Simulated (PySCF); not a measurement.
Isomers of C3H8O2Si.

All values: PBE0/6-31G (PySCF) at PBE0-D3(BJ)/def2-SVP geometries, gas phase, one conformer each.

**Question.** Rank by the highest Hirshfeld charge on any atom, highest value first.
A. `[CH2:1]=[CH:2][O:3][CH2:4][O:5][SiH3:6]` with C1–C2–O3–C4 170°, C2–O3–C4–O5 -74°, O3–C4–O5–Si6 -52°
B. `[O:1]=[C:2]([OH:3])[CH2:4][CH2:5][SiH3:6]` with O1–C2–O3–H -1°, O1–C2–C4–C5 -23°, C2–C4–C5–Si6 52°
C. `[CH3:1][O:2][C:3](=[O:4])[CH2:5][SiH3:6]` with C1–O2–C3–O4 0°, O2–C3–C5–Si6 75°
D. `[CH3:1][C:2](=[O:3])[CH2:4][SiH2:5][OH:6]` with C1–C2–C4–Si5 126°, C2–C4–Si5–O6 52°, C4–Si5–O6–H -26°

**Answer.** D (+0.395 e), A (+0.370 e), C (+0.292 e), B (+0.259 e).

**Question.** Rank by dipole moment, lowest first.
A. `[O:1]=[C:2]([OH:3])[CH2:4][CH2:5][SiH3:6]` with O1–C2–O3–H -1°, O1–C2–C4–C5 -23°, C2–C4–C5–Si6 52°
B. `[CH3:1][O:2][C:3](=[O:4])[CH2:5][SiH3:6]` with C1–O2–C3–O4 0°, O2–C3–C5–Si6 75°
C. `[CH3:1][C:2](=[O:3])[CH2:4][SiH2:5][OH:6]` with C1–C2–C4–Si5 126°, C2–C4–Si5–O6 52°, C4–Si5–O6–H -26°
D. `[CH2:1]=[CH:2][O:3][CH2:4][O:5][SiH3:6]` with C1–C2–O3–C4 170°, C2–O3–C4–O5 -74°, O3–C4–O5–Si6 -52°

**Answer.** D (0.21 D), B (1.69 D), A (2.16 D), C (4.70 D).

**Question.** Rank by HOMO–LUMO gap, highest first.
A. `[CH3:1][C:2](=[O:3])[CH2:4][SiH2:5][OH:6]` with C1–C2–C4–Si5 126°, C2–C4–Si5–O6 52°, C4–Si5–O6–H -26°
B. `[O:1]=[C:2]([OH:3])[CH2:4][CH2:5][SiH3:6]` with O1–C2–O3–H -1°, O1–C2–C4–C5 -23°, C2–C4–C5–Si6 52°
C. `[CH2:1]=[CH:2][O:3][CH2:4][O:5][SiH3:6]` with C1–C2–O3–C4 170°, C2–O3–C4–O5 -74°, O3–C4–O5–Si6 -52°
D. `[CH2:1]=[CH:2][O:3][CH2:4][SiH2:5][OH:6]` with C1–C2–O3–C4 0°, C2–O3–C4–Si5 180°, O3–C4–Si5–O6 -54°, C4–Si5–O6–H 47°

**Answer.** B (8.15 eV), D (7.45 eV), C (7.33 eV), A (6.78 eV).

All values together:

```tsv
SMILES	μ (D)	HOMO (eV)	LUMO (eV)	lowest IAO charge (e)	highest IAO charge (e)	lowest Hirshfeld charge (e)	highest Hirshfeld charge (e)
COC(=O)C[SiH3]	1.69	-7.85	0.23	-0.564 (C)	+0.470 (C)	-0.273 (O)	+0.292 (Si)
CC(=O)C[SiH2]O	4.70	-7.63	-0.85	-0.755 (O)	+0.869 (Si)	-0.347 (O)	+0.395 (Si)
C=COC[SiH2]O	2.21	-6.77	0.69	-0.743 (O)	+0.877 (Si)	-0.336 (O)	+0.398 (Si)
O=C(O)CC[SiH3]	2.16	-8.08	0.07	-0.515 (C)	+0.479 (C)	-0.248 (O)	+0.259 (Si)
C=COCO[SiH3]	0.21	-6.66	0.68	-0.590 (O)	+0.672 (Si)	-0.270 (O)	+0.370 (Si)
```

Conformers: `[CH3:1][O:2][C:3](=[O:4])[CH2:5][SiH3:6]` with C1–O2–C3–O4 0°, O2–C3–C5–Si6 75°; `[CH3:1][C:2](=[O:3])[CH2:4][SiH2:5][OH:6]` with C1–C2–C4–Si5 126°, C2–C4–Si5–O6 52°, C4–Si5–O6–H -26°; `[CH2:1]=[CH:2][O:3][CH2:4][SiH2:5][OH:6]` with C1–C2–O3–C4 0°, C2–O3–C4–Si5 180°, O3–C4–Si5–O6 -54°, C4–Si5–O6–H 47°; `[O:1]=[C:2]([OH:3])[CH2:4][CH2:5][SiH3:6]` with O1–C2–O3–H -1°, O1–C2–C4–C5 -23°, C2–C4–C5–Si6 52°; `[CH2:1]=[CH:2][O:3][CH2:4][O:5][SiH3:6]` with C1–C2–O3–C4 170°, C2–O3–C4–O5 -74°, O3–C4–O5–Si6 -52°.
